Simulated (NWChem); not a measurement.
## Atomisation of H3NPbS

```
Pb
N 1 2.1260
H 2 1.0151 1 123.87
H 2 1.0157 3 111.22 1 180.00
S 1 2.5649 2 91.97 3 180.00
H 5 1.3514 1 93.07 2 180.00
```
Charge 0, spin multiplicity 1.

Everything below was run with NWChem. Structure: optimised with PBE0/def2-SVP with def2 effective core potentials on Pb, a minimum by its harmonic frequencies. It is one conformer; others weren't searched.

Basis set: def2-TZVP. The atomisation energy is electronic alone: no zero-point, thermal, spin-orbit or counterpoise terms. No value is extrapolated to the basis-set limit. Free atoms are single determinants with multiplicities Pb 3, N 4, H 2, S 3. Correlated methods freeze the same cores in atoms and molecule, 10 orbitals in all.

Effective core potentials replace the inner electrons of Pb; spin-orbit coupling is left out. B3LYP has NWChem's definition, with VWN1-RPA local correlation. The structure started from a generated list of species. No SCF solution was tested for a lower state. Open-shell Hartree-Fock references start from PBE0 orbitals.

Task: Order these methods by the atomisation energy they give, lowest first: B3LYP, PBE, MP2, HF, CAM-B3LYP, TPSS.

Result: HF (248.4 kcal/mol), MP2 (390.2 kcal/mol), CAM-B3LYP (406.6 kcal/mol), B3LYP (407.6 kcal/mol), TPSS (415.4 kcal/mol), PBE (420.2 kcal/mol)
